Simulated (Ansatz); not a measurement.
`[GeH3][CH2]CBr` + HI → `BrCI` + `[CH3][GeH3]`  (substitution at a C–C bond)

Computed with Ansatz on PBE0-D4/def2-TZVP structures; ΔE is electronic, products minus reactants. CCSD(T)/CBS is the MP2 limit (def2-TZVPP, def2-QZVPP) plus CCSD(T) − MP2 in def2-TZVPP, frozen cores. DFT in def2-TZVPP. Elements past krypton have def2 core potentials. For Br, Ge, I outer-core shells are correlated without core-valence functions, which leaves a few kJ/mol of doubt a bond. Scalar relativity is left out up to krypton. One conformer a species, not always the lowest.

```csv
level,ΔE (kJ/mol)
r2SCAN-D4,20.7
ωB97X-V,22.4
```

Problem. What does CCSD(T)/CBS give? (An estimate is asked.)

Solution. Computed: +18.3 kJ/mol. The listed levels differ from it by 2.4, 4.1 kJ/mol.

Largest T1 diagnostic among the species: 0.010.

From PBE to PBE0 (25 % exact exchange), in def2-TZVPP and without D4, ΔE moves by +4.7 kJ/mol. In def2-TZVPP, CCSD(T) changes the Hartree–Fock value by −3.2 kJ/mol (the triples alone add −1.8 kJ/mol) and MP2 by −8.1 kJ/mol.
